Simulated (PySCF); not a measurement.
Zn(F)(SiMe3), SMILES C[Si](C)(C)[Zn][F] (C3H9FSiZn), singlet (GFN2-xTB optimised geometry):

```
15

Zn    -1.301    -1.761    -1.850
F     -3.082    -1.727    -1.841
Si    -0.301    -0.689     0.000
C     -0.935     1.118     0.000
C      1.611    -0.689     0.000
C     -0.934    -1.584     1.571
H     -0.701     1.620     0.934
H     -0.492     1.697    -0.806
H     -2.013     1.147    -0.129
H      2.013    -0.180    -0.869
H      2.013    -1.697     0.010
H      1.982    -0.178     0.882
H     -0.493    -2.572     1.673
H     -2.012    -1.708     1.536
H     -0.695    -1.022     2.470
```

Calculation: B3LYP/def2-TZVP in PySCF.

Problem. What are the frontier orbital energies and the dipole moment?

Solution. HOMO-2 -8.53 eV, HOMO-1 -8.47 eV, HOMO -6.95 eV, LUMO -2.31 eV, LUMO+1 -0.85 eV; dipole moment 3.42 D.

On the same geometry PBE/def2-TZVP run with PySCF gives HOMO-2 -7.41 eV, HOMO-1 -7.40 eV, HOMO -6.02 eV, LUMO -2.74 eV, LUMO+1 -1.31 eV; dipole moment 3.24 D.

Meta-Löwdin charges at B3LYP/def2-TZVP: Zn1 0.94, F2 -0.81, Si3 0.49, C4 -0.58, C5 -0.59, C6 -0.58, H7 0.12, H8 0.12, H9 0.13, H10 0.12, H11 0.12, H12 0.12, H13 0.12, H14 0.13, H15 0.12.
